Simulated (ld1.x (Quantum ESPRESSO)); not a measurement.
## What the settings do to the TM semilocal potential of iodine

Base potential:

* Element: iodine (I)
* Generator: ld1.x (Quantum ESPRESSO) 7.5
* Type: norm-conserving Troullier–Martins (semilocal form)
* Functional: LDA (PZ)
* Relativity: scalar-relativistic
* Frozen core: [Ar] 3d10
* Valence charge: 25
* Reference configuration: 4s2 4p6 4d10 5s2 5p3 (charge +2)
* Partial waves: 4p (bound): rc 0.90 bohr; 4d (bound): rc 1.50 bohr; 4s (bound): rc 0.95 bohr
* Local potential: the s channel
* Core correction: none

Occupied shells without a wave of their own: 5p, 5s. They enter only through the test configuration that unscreens the potential.

Cutoffs, loose and tight: the cutoffs (Ry, on a coarse ladder) from which the occupation-weighted sum of valence levels, in a spherical-Bessel basis at the reference potential, stays within 10 and 1 mRy of its value at 400 Ry. They do not see the model core or the augmentation charge, which bear on the density cutoff. Test errors are all-electron minus pseudo excitation energies from the reference, over the configurations 4s2 4p6 4d10 5s2 5p5; 4s2 4p6 4d10 5s2 5p4; 4s2 4p6 4d10 5s2 5p2; 4s1 4p6 4d10 5s2 5p5; 4s2 4p6 4d10 5s2 5p1; 4s2 4p6 4d10 5s2 5p4.5; 4s2 4p6 4d10 5s2 5p5.3 (two spin-polarised tests are not counted in the largest error). A dash means not determined; rows that change the core or the reference have their own tests.

In the semilocal form every listed channel keeps its own potential, so the choice of the local channel does not act on these tests. It acts once the file is put into the separable form.

A semilocal file is local in each channel, so a ghost entry of none says nothing of the separable form that plane-wave codes build from it.

On the changes marked as counting shells twice: ld1.x takes every shell without a wave as core, so the model core holds the marked electrons as well and exchange and correlation see them twice. This cancels in the reference configuration, but the file is broken for other ones, and its errors say nothing about a proper core correction.

```csv
change,outcome,"cutoff, loose","cutoff, tight",bound ghosts,largest test error (meV)
base,"generated, misses its reference levels by 1.41 eV",230 Ry,over 300 Ry,none,-576
"core correction a·sin(br)/r model core inside 0.92 bohr (5p, 5s counted twice)","generated, misses its reference levels by 1.41 eV",230 Ry,over 300 Ry,none,-1118
"all radii scaled by about 1.09 (s 1.04, p 0.98, d 1.64 bohr)","generated, misses its reference levels by 2.50 eV",200 Ry,300 Ry,none,-843
"form changed from semilocal to separable (Kleinman–Bylander), still TM; local potential all-electron potential smoothed inside 1.15 bohr (lloc = -1)","generated, misses its reference levels by 0.24 eV",260 Ry,over 300 Ry,none,-589
wave 4p (bound): rc 0.90 bohr becomes 4p (bound): rc 1.38 bohr,"generated, misses its reference levels by 1.48 eV",180 Ry,300 Ry,none,-3988
```

What comes out with this change to the base: wave 4s (bound): rc 0.95 bohr becomes 4s (bound): rc 0.72 bohr?

outcome: generated, misses its reference levels by 0.46 eV; cutoff, loose: 260 Ry; cutoff, tight: over 300 Ry; bound ghosts: none; largest test error (meV): -575.

What comes out with this change to the base: core [Kr], valence charge 17; reference 4d10 5s1.75 5p5.25; waves now 5p (bound): rc 1.95 bohr; 4d (bound): rc 1.05 bohr; 5s (bound): rc 1.65 bohr; core correction a·sin(br)/r model core, default radius (core density twice the valence density)?

outcome: generated; cutoff, loose: 120 Ry; cutoff, tight: 200 Ry; bound ghosts: none; largest test error (meV): -288.
